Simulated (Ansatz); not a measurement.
Isolated molecules relaxed with PBE0-D4/def2-TZVP in Ansatz; ΔE leaves out vibrations. CCSD(T)/CBS adds triple-zeta CCSD(T) − MP2 to the extrapolated MP2 energy (def2 sets, frozen cores). Functionals use def2-TZVPP. HSE06 is defined as in plane-wave codes. Elements past krypton have def2 core potentials. For Br, In outer-core shells are correlated without core-valence functions, which leaves a few kJ/mol of doubt a bond. Scalar relativity is left out up to krypton. One conformer a species, not always the lowest.

Reaction (ligand exchange at the In–O bond): `[CH3][InH][O][SiH3]` + HBr → `[CH3][InH][Br]` + silanol

`[CH3][InH][O][SiH3]`:

Cartesian coordinates in Å:
```
C 1.373 -1.261 0.798
In -0.758 -1.225 0.713
O -1.402 0.381 -0.300
Si -0.751 1.673 -1.025
H 1.727 -0.284 1.130
H 1.761 -1.439 -0.207
H 1.744 -2.035 1.468
H -2.102 -2.138 1.230
H -1.690 2.829 -0.984
H -0.425 1.397 -2.456
H 0.523 2.103 -0.366
```

HBr:

```xyz
2

Br   -0.139    0.669    0.195
H     0.139   -0.669   -0.195
```

`[CH3][InH][Br]`:

```xyz
7

C     0.613    0.361   -0.810
In   -0.768   -0.055    0.761
Br   -0.336   -2.293    1.786
H     0.437    1.339   -1.257
H     1.625    0.319   -0.406
H     0.517   -0.413   -1.573
H    -2.088    0.741    1.499
```

`O[SiH3]`:

Cartesian coordinates in Å:
```
O 1.045 0.704 0.234
Si -0.194 -0.325 -0.115
H 0.823 1.577 0.560
H -1.030 -0.606 1.085
H 0.439 -1.576 -0.591
H -1.084 0.226 -1.173
```

```json
{"level": "revPBE-D4", "ΔE (kJ/mol)": "-85.4", "difference from CCSD(T)/CBS": "0.6"}
{"level": "r2SCAN-D4", "ΔE (kJ/mol)": "-90.1", "difference from CCSD(T)/CBS": "-4.1"}
{"level": "HSE06-D4", "ΔE (kJ/mol)": "-96.1", "difference from CCSD(T)/CBS": "-10.1"}
{"level": "BHLYP-D4", "ΔE (kJ/mol)": "-94.9", "difference from CCSD(T)/CBS": "-8.9"}
{"level": "BLYP", "ΔE (kJ/mol)": "-87.0", "difference from CCSD(T)/CBS": "-1.0"}
{"level": "r2SCAN", "ΔE (kJ/mol)": "-91.2", "difference from CCSD(T)/CBS": "-5.2"}
{"level": "CCSD(T)/def2-SVP", "ΔE (kJ/mol)": "-77.7", "difference from CCSD(T)/CBS": "8.3"}
{"level": "SCS-MP2/def2-TZVPP", "ΔE (kJ/mol)": "-84.0", "difference from CCSD(T)/CBS": "2.0"}
{"level": "MP2/def2-QZVPP", "ΔE (kJ/mol)": "-87.1", "difference from CCSD(T)/CBS": "-1.1"}
{"level": "CCSD/CBS(def2)", "ΔE (kJ/mol)": "-89.1", "difference from CCSD(T)/CBS": "-3.1"}
{"level": "CCSD(T)/CBS", "ΔE (kJ/mol)": "-86.0", "difference from CCSD(T)/CBS": "0"}
```

Largest T1 diagnostic among the species: 0.014.

The D4 term adds +5.0 kJ/mol with B3LYP and +3.0 kJ/mol with PBE0; it sums over pairs of atoms, weighted by their polarisabilities, and B3LYP, whose exchange is more repulsive, gets the larger term. Leaving LDA and LC-ωPBE aside and taking each functional with its dispersion term where it has one, the values, not all of them listed here, spread over 16.0 kJ/mol, from r2SCAN0-D4 to BLYP-D4. LDA lies +3.2 kJ/mol from PBE without D4. From BLYP to BHLYP (50 % exact exchange), in def2-TZVPP and without D4, ΔE moves by −11.8 kJ/mol.

B3LYP here is the variant with VWN-RPA as its local correlation; programs differ in this.
